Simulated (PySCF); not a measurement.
## Working out the ionisation energy of As²⁺

As²⁺ [Ar] 3d10 4s2 4p1 (2P) → As³⁺ [Ar] 3d10 4s2 (1S). Calculation: PySCF 2.14, in aug-cc-pVQZ-PP with ECP10MDF; scalar relativity through the core potential. Frozen: 3s2 3p6 3d10. Energies in hartree (1 hartree = 27.21139 eV):

| part | As²⁺ (lower) | As³⁺ (upper) |
| --- | --- | --- |
| UHF | -330.204648 | -329.194515 |
| CCSD correlation | -0.056011 | -0.042666 |
| (T) | -0.000797 | 0.000000 |

**Question.** What does Hartree-Fock give?

**Answer.** (-329.194515) − (-330.204648) = 1.010133 hartree = 27.487 eV.

**Question.** What do CCSD and CCSD(T) give?

**Answer.** The CCSD correlation energies differ by 0.013345 hartree = 0.363 eV and the triples by 0.000797 hartree = 0.022 eV, so CCSD gives 27.850 eV and CCSD(T) 27.872 eV.

Reference: 28.349 ± 0.012 eV (measured; NIST Atomic Spectra Database, ionization energies), between the lowest levels; spin-orbit coupling is absent from the calculation.

What remains against the reference includes basis incompleteness, the frozen core and higher excitations.
